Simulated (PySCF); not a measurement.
This PySCF input asks for the NMR shieldings of SMILES FC(F)(F)CN1CCN[SiH2]1, C₄H₉F₃N₂Si; the geometry comes from GFN2-xTB.

```python
import basis_set_exchange as bse
import numpy as np
from pyscf import gto, dft
from pyscf.prop import nmr

atoms = """
F     1.916541    0.414889    1.584131
C     2.343384   -0.010192    0.388736
F     2.398477   -1.349168    0.455444
F     3.616635    0.408193    0.265324
C     1.479026    0.503569   -0.769706
N     0.086566    0.298971   -0.602309
C    -0.406247   -1.060207   -0.672166
C    -1.928962   -0.951778   -0.656479
N    -2.232424    0.149584    0.233789
Si   -0.992419    1.335494    0.266084
H     1.674864    1.575720   -0.845062
H     1.851794    0.002886   -1.674934
H    -0.048471   -1.542462   -1.588109
H    -0.069638   -1.655804    0.185284
H    -2.381448   -1.876249   -0.285540
H    -2.302750   -0.766497   -1.672369
H    -3.212933    0.350427    0.327464
H    -0.698620    1.641231    1.663544
H    -1.103180    2.540644   -0.565095
"""
names = dict.fromkeys(["F", "C", "N", "Si", "H"], "pcSseg-1")
basis = {el: gto.basis.parse(bse.get_basis(n, elements=[el], fmt="nwchem")) for el, n in names.items()}
mol = gto.M(atom=atoms, basis=basis, charge=0, verbose=0)
mf = dft.RKS(mol, xc="PBE0")
mf.grids.level = 2
mf.grids.alignment = dft.numint.BLKSIZE   # the property module wants whole blocks of grid points
mf.conv_tol = 1e-9
mf.kernel()

calc = nmr.RKS(mf)   # GIAO
C = mf.mo_coeff
Co = C[:, mf.mo_occ > 0]
resp = mf.gen_response(singlet=True, hermi=2)
def vind(x):   # induced exchange potential for any number of trial vectors
    d = np.einsum("pi,xij,qj->xpq", C, 2 * x.reshape(-1, C.shape[1], Co.shape[1]), Co, optimize=True)
    return np.einsum("xpq,pi,qj->xij", resp(d - d.transpose(0, 2, 1)), C, Co, optimize=True).ravel()
mo1, _ = nmr.rhf.solve_mo1(calc, with_cphf=vind)
sigma = calc.kernel(mo1)
for i, s in enumerate(sigma):   # ppm
    w = np.linalg.eigvalsh((s + s.T) / 2)
    print("%2d %-2s iso %8.1f  s11 %8.1f  s22 %8.1f  s33 %8.1f" % (i, mol.atom_pure_symbol(i), w.mean(), *w))
```

**Question.** What does it print?

**Answer.** 
```
 0 F  iso    262.1  s11    177.6  s22    268.0  s33    340.6
 1 C  iso     51.0  s11     44.9  s22     51.1  s33     57.0
 2 F  iso    250.1  s11    166.8  s22    250.3  s33    333.1
 3 F  iso    255.1  s11    165.8  s22    253.7  s33    345.8
 4 C  iso    133.2  s11    107.4  s22    137.1  s33    155.1
 5 N  iso    241.6  s11    194.9  s22    247.5  s33    282.4
 6 C  iso    133.7  s11    109.1  s22    131.0  s33    161.0
 7 C  iso    139.0  s11    120.5  s22    135.5  s33    161.0
 8 N  iso    245.1  s11    190.2  s22    236.5  s33    308.7
 9 Si iso    375.0  s11    338.4  s22    363.0  s33    423.6
10 H  iso     28.2  s11     22.9  s22     28.0  s33     33.5
11 H  iso     28.2  s11     23.3  s22     28.1  s33     33.3
12 H  iso     28.9  s11     25.0  s22     27.3  s33     34.4
13 H  iso     28.1  s11     21.7  s22     28.9  s33     33.6
14 H  iso     28.3  s11     23.7  s22     26.2  s33     35.0
15 H  iso     28.2  s11     22.8  s22     26.4  s33     35.5
16 H  iso     31.7  s11     22.3  s22     28.1  s33     44.7
17 H  iso     26.5  s11     22.8  s22     24.7  s33     31.9
18 H  iso     26.5  s11     23.0  s22     23.7  s33     32.8
```

These numbers come from an equivalent density-fitted implementation of the same equations, which agrees with the script to about 0.01 ppm for H and up to a few tenths of a ppm for heavy atoms, so last digits may differ.

Size and cost of the density-fitted run: 222 basis functions, 57 s wall time on 1 thread of an Intel Xeon Platinum 8488C, shared host; peak memory 1.1 GiB.
